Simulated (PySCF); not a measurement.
A side-by-side comparison of computed properties.

First species: C₄H₁₃O₂PSi₂.
Z-matrix (Å and degrees, GFN2-xTB geometry), rows numbered from 1:
```
C 
O   1  1.3971
C   2  1.4353  1  113.63
C   3  1.5285  2  106.80  1  -157.58
Si  4  1.9120  3  105.62  2   -79.86
C   5  1.9050  4  113.29  3    82.74
P   5  2.2450  4  112.38  3  -140.89
O   5  1.6526  4   97.93  3   -31.63
Si  8  1.6293  5  119.07  4    14.67
H   1  1.0985  2  111.20  3    61.94
H   1  1.0970  2  111.82  3   -59.27
H   1  1.0891  2  106.78  3  -178.92
H   3  1.0991  2  108.29  1   -38.86
H   4  1.0886  3  109.62  2    43.93
H   4  1.0905  3  109.02  2   161.81
H   6  1.0856  5  111.28  4    82.63
H   6  1.0859  5  109.89  4   -37.45
H   6  1.0865  5  110.92  4  -157.18
H   7  1.3823  5   93.93  4  -174.31
H   7  1.3833  5   93.83  4   -81.65
H   9  1.4580  3  113.14  2  -157.37
H   9  1.4545  3  112.54  2   -22.91
```

Second species: C8H11N3.
InChI=1S/C8H11N3/c1-4-7-8(5-2)10-11(6-3)9-7/h1H,5-6H2,2-3H3

Levels: PBE0/pcSseg-1 for HOMO energy, LUMO energy and HOMO–LUMO gap. Geometries: GFN2-xTB. Each species is one conformer at its optimised geometry, gas phase, non-relativistic unless stated; the electronic structure was computed with PySCF and density fitting.

The conformers computed, where there is a choice (atom-mapped SMILES and torsion angles):
- `[CH:1]#[C:2][c:3]1[n:4][n:5]([CH2:6][CH3:7])[n:8][c:9]1[CH2:10][CH3:11]`: N4–N5–C6–C7 86°, N8–C9–C10–C11 106°

The conformers of `CO[C@@H]1C[Si@@](C)(P)O[SiH2]1` aren't listed.

Values for the first species:

| Quantity | Value |
| --- | --- |
| HOMO energy | -7.02 eV |
| LUMO energy | 0.43 eV |
| HOMO–LUMO gap | 7.45 eV |

Problem. Estimate the same properties for the second species, and the change in each.

Solution. 
```csv
property,first,second,second less first
HOMO energy,-7.02 eV,-6.90 eV,+0.12 eV
LUMO energy,0.43 eV,-0.54 eV,-0.97 eV
HOMO–LUMO gap,7.45 eV,6.36 eV,-1.09 eV
```

